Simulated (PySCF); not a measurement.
# Vibration and rotation of MgBr⁻

RHF-CCSD(T) constants of MgBr⁻, ¹Σ⁺ (singlet), closed shell (PySCF, no relativity, basis sets Mg aug-pcseg-1, Br aug-pcseg-1; masses 23.9850 and 78.9183 u):

| Item | Value |
| --- | --- |
| ωe | 193.7 cm⁻¹ |
| ωexe | 1.81 cm⁻¹ |
| Be | 0.12485 cm⁻¹ |
| αe | 0.00137 cm⁻¹ |
| De to Mg + Br⁻ | 0.76 eV |

Problem. What force constant and bond length do these constants imply?

Solution. Reduced mass μred = 18.395 u; k = 5.8918×10⁻⁷·μred·ωe² (u, cm⁻¹, mdyn/Å) = 0.407 mdyn/Å; Re = √(16.8576/(μred·Be)) (u, cm⁻¹, Å) = 2.709 Å.

Problem. Estimate the centrifugal constant D from the Kratzer relation and find the Dunham coefficient a1.

Solution. D = 4Be³/ωe² = 2.07e-07 cm⁻¹; a1 = −1 − αeωe/(6Be²) = -3.84.

Correlated steps freeze 10 core orbitals. Correlated levels converge slowly with the basis: in double zeta they bind strong bonds too weakly, by up to about 1 eV, and carry superposition errors of some tenths. For an ion De counts to the pair picked by the measured ionisation energies or electron affinities, which need not be the lowest pair at this level.
